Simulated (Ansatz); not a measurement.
Start from `[PH2][Al]1[BH][CH2]1` and change one atom or group to get `[F][Al]1[BH][CH2]1`.

Ansatz, PBE0-D4/def2-TZVP geometries, multiplicity 1. Each molecule was computed in one conformer, which needn't be the lowest.

```tsv
property	`[PH2][Al]1[BH][CH2]1`
ideal-gas entropy at 298 K and 1 bar (rigid rotor, harmonic PBE0-D4/def2-TZVP) / J/(mol·K)	340
LUMO energy (ωB97M-V/def2-TZVPP) / eV	0.38
LUMO energy (PBE/def2-TZVPP) / eV	-2.03
size of the dipole moment (B3LYP/def2-TZVPP) / D	1.97
size of the dipole moment (ωB97M-V/def2-TZVPP) / D	2.04
LUMO energy (B3LYP/def2-TZVPP) / eV	-1.48
```

Task: Give the same properties after the change, and the shifts. (Estimate.)

Result: Ansatz gave: 
| property | `[F][Al]1[BH][CH2]1` | shift |
| --- | --- | --- |
| ideal-gas entropy at 298 K and 1 bar (rigid rotor, harmonic PBE0-D4/def2-TZVP) / J/(mol·K) | 306 | -34 |
| LUMO energy (ωB97M-V/def2-TZVPP) / eV | 0.06 | -0.32 |
| LUMO energy (PBE/def2-TZVPP) / eV | -2.55 | -0.52 |
| size of the dipole moment (B3LYP/def2-TZVPP) / D | 0.51 | -1.46 |
| size of the dipole moment (ωB97M-V/def2-TZVPP) / D | 0.64 | -1.40 |
| LUMO energy (B3LYP/def2-TZVPP) / eV | -1.96 | -0.48 |

With PBE0 the HOMO falls by 0.78 eV and the LUMO falls by 0.42 eV, so the gap widens by about 0.36 eV. PBE moves the HOMO by -0.73 eV and ωB97M-V by -0.88 eV. The zero-point energy changes by -39.2 kJ/mol with -6 modes. Dipoles are sizes alone; their direction can turn.

B3LYP here is the variant with VWN-RPA as its local correlation; programs differ in this.
